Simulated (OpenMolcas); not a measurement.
**Levels of Ni6+ by method**

```json
{"Program": "OpenMolcas", "Basis": "ANO-RCC-VTZP [6s5p3d2f1g]", "Scalar Hamiltonian": "DKH2, point nucleus", "Active space": "10 electrons in 8 orbitals (RAS1 3p, at most 2 holes; RAS2 3d)", "State averaging": "2S+1 = 5 even, 5 roots; 2S+1 = 3 even, 45 roots; 2S+1 = 1 even, 44 roots", "Spin-orbit coupling": "state interaction with AMFI integrals over the reference wave functions, term energies averaged over their components"}
```

Methods on the same reference wave functions:
A. RASSCF
B. SS-RASPT2, IPEA 0.25 Eh, imaginary shift 0.1 Eh (closed shells correlated: 3s)
C. MS-RASPT2, IPEA 0.25 Eh, imaginary shift 0.1 Eh (closed shells correlated: 3s)

Energies in cm-1 above 3d4 5D0, the measured ground level; measured values from Corliss and Sugar, J. Phys. Chem. Ref. Data 10, 197 (1981).

| Level | A | B | C | Measured |
| --- | --- | --- | --- | --- |
| 3d4 5D0 | 0.0 | 0.0 | 0.0 | 0.0 |
| 3d4 5D1 | 300 | 300 | 299 | 279 |
| 3d4 5D2 | 868 | 866 | 864 | 804 |
| 3d4 5D3 | 1658 | 1654 | 1652 | 1520 |
| 3d4 5D4 | 2627 | 2620 | 2620 | 2392 |
| 3d4 3P0(1) | 30784 | 30860 | 30840 | 30077 |
| 3d4 3P1(1) | 32535 | 32640 | 32610 | 31836 |
| 3d4 3P2(1) | 35390 | 35480 | 35440 | 34555 |
| 3d4 3H4 | 35603 | 32260 | 32260 | 31672 |
| 3d4 3H5 | 36324 | 32940 | 32940 | 32286 |
| 3d4 3F2(1) | 36883 | 35180 | 35180 | 34247 |
| 3d4 3H6 | 37025 | 33640 | 33640 | 32877 |
| 3d4 3F3(1) | 37122 | 35280 | 35270 | 34317 |
| 3d4 3F4(1) | 37507 | 35640 | 35580 | 34576 |
| 3d4 3G3 | 42846 | 39240 | 39220 | 38160 |
| 3d4 3G4 | 43552 | 39930 | 39900 | 38746 |
| 3d4 3G5 | 44193 | 40460 | 40460 | 39247 |
| 3d4 1G4(1) | 52047 | 48990 | 48930 |  |
| 3d4 3D3 | 52719 | 48320 | 48320 |  |
| 3d4 3D2 | 52879 | 48550 | 48550 |  |
| 3d4 3D1 | 53221 | 48830 | 48830 |  |
| 3d4 1I6 | 54116 | 48930 | 48930 |  |
| 3d4 1S0 | 56077 | 53410 | 53400 |  |
| 3d4 1D2 | 62280 | 60750 | 60750 |  |

Deviations, from unrounded energies. A percentage is the sum of absolute deviations over the sum of measured energies, with the sign that they share, or ± where signs differ.

```tsv
Against measurement	Levels	A	B	C
mean absolute deviation (cm-1)	16	2400	710	700
fine structure of the ground term (%)	4	+9.2	+8.9	+8.8
other terms of the ground configuration (%)	12	+9.0	+2.7	+2.6
```

B, C lie about equally close to measurement and A furthest from it. The largest miss of C in the table is 3d4 3G5, by +1200 cm-1. The ranking rests on the paired levels alone, and a cruder setting can come out closer through cancelling errors.

Between B and C the level of the table that moves most is 3d4 3F4(1), by 57 cm-1 (lowest in C, highest in B). Moves below CASPT2's spread within the term are not significant.

The mean deviations of B to C differ by less than CASPT2's widest spread within a term (1200 cm-1), so their order carries little weight.

From A to B the spin-free energies of the other terms of 3d4 shown, above 5D, scale by factors of 0.90 to 1.00.

The lowest spin-free term lies below A's lowest term by 0.301 hartree in B, 0.301 hartree in C.

CASPT2 does not keep the components of a term degenerate, so their means are used; among the terms shown or strongly mixed into the levels shown the widest spread is 1200 cm-1 (3d4 1I, C). Active for correlation alone: 3p; no level in the range computed is led by a configuration that opens it, so any true level of that kind is missing. The CASPT2 spread within a term exceeds the gap to the next term for 3d4 1G(1) and 3d4 3D, so the order of their levels is uncertain (figures for B; the like holds for C). Without dynamic correlation excited terms often stand tens of per cent too high (terms of higher spin than the ground term too low), and those without a measured partner can miss by more than the paired ones (holds for A). Some levels mix across a computed gap that differs much from the measured one, so their mixing is not that of the real levels (holds for A). Computed and measured levels are paired by configuration, term and J; levels that our copy of the source lacks, or whose pairing is in doubt (as where it misses far off the trend of its configuration), stay unpaired and out of the deviations. Levels of configurations outside the active space are missing. Levels that lie high or do not pair safely by name in every column are left out.

A number in round brackets counts repeated terms of one configuration in the order of the reference energies.
